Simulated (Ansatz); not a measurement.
Total energies of the cluster MoO₃⁺ from Ansatz at PBE-D4/def2-TZVP, gas phase (1 Eh = 27.2114 eV = 2625.5 kJ/mol). The reference geometry is relaxed at B3LYP-D4/def2-TZVP.

```xyz
4

Mo   -0.387    0.282    0.187
O     0.980    1.217    0.004
O     0.180   -1.188    1.131
O    -0.773   -0.311   -1.322
```

```json
{"state": "charge 1 doublet", "geometry": "reference", "energy (Eh)": "-293.48986"}
{"state": "charge 0 singlet", "geometry": "reference", "energy (Eh)": "-293.87677"}
{"state": "charge 1 quartet", "geometry": "relaxed at B3LYP-D4/def2-TZVP", "energy (Eh)": "-293.39651"}
```

In the def2 sets Mo takes a core potential; there is no spin–orbit coupling.

Work out the vertical electron affinity, to the singlet.

E(charge 1 doublet) − E(charge 0 singlet) = -293.48986 − (-293.87677) = 0.38691 Eh = 10.53 eV.

Which of the charge 1 states is lowest, and how far above it are the others?

The doublet. quartet: -293.39651 − (-293.48986) = 0.09335 Eh = 245.1 kJ/mol.

The structure comes from a short search, and lower isomers may exist.
